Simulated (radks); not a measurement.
Task: Radial electron density D(r) = 4 pi r^2 rho(r) of an atom or ion with 57 electrons. All-electron calculation, scalar-relativistic Kohn-Sham, BLYP, spin-polarised, spherical densities, point nucleus. Program: a radial shooting solver on a logarithmic mesh with Libxc functionals.

```
   r/bohr * D(r) (the largest magnitude, 118, reaches the edge; | marks zero)
 0.003389 |             *
 0.003883 |               *
 0.004449 |                  *
 0.005097 |                     *
 0.005839 |                        *
 0.006744 |                            *
 0.007726 |                               *
 0.008852 |                                   *
  0.01014 |                                     *
  0.01162 |                                       *
  0.01331 |                                        *
  0.01525 |                                        *
  0.01747 |                                        *
  0.02002 |                                      *
  0.02293 |                                     *
  0.02628 |                                    *
   0.0301 |                                    *
  0.03449 |                                      *
  0.03951 |                                         *
  0.04527 |                                              *
  0.05186 |                                                  *
  0.05942 |                                                     *
  0.06808 |                                                      *
  0.07799 |                                                    *
  0.08936 |                                               *
   0.1024 |                                           *
   0.1173 |                                         *
   0.1344 |                                          *
    0.154 |                                             *
   0.1764 |                                                *
   0.2021 |                                              *
   0.2315 |                                        *
   0.2652 |                               *
   0.3039 |                       *
   0.3482 |                    *
   0.3989 |                      *
    0.457 |                        *
   0.5278 |                        *
   0.6046 |                     *
   0.6927 |                *
   0.7936 |           *
   0.9093 |       *
    1.042 |    *
    1.193 |  *
    1.367 | *
    1.567 |*
    1.795 |*
    2.056 *
    2.356 *
    2.699 *
    3.092 *
    3.543 *
```

What is the nuclear charge?

Result: Z = 66. The innermost maximum, from 1s, lies near gamma/Z bohr with gamma = sqrt(1 - (Z/c)^2) = 0.876, here 0.0133 bohr (found: 0.0145), and its height grows with Z. The density is that of the dysprosium ion Dy9+ in [Kr] 4d10 4f8 5s2 5p1; the configuration itself is not fixed sharply by these data, and Z only to a few units. D(r) has 4 maxima, at r = 0.0145, 0.0654, 0.181, 0.495 bohr, and minima at 0.0278, 0.119, 0.354 bohr, inside which lie 1.92, 11.16, 29.45 electrons.
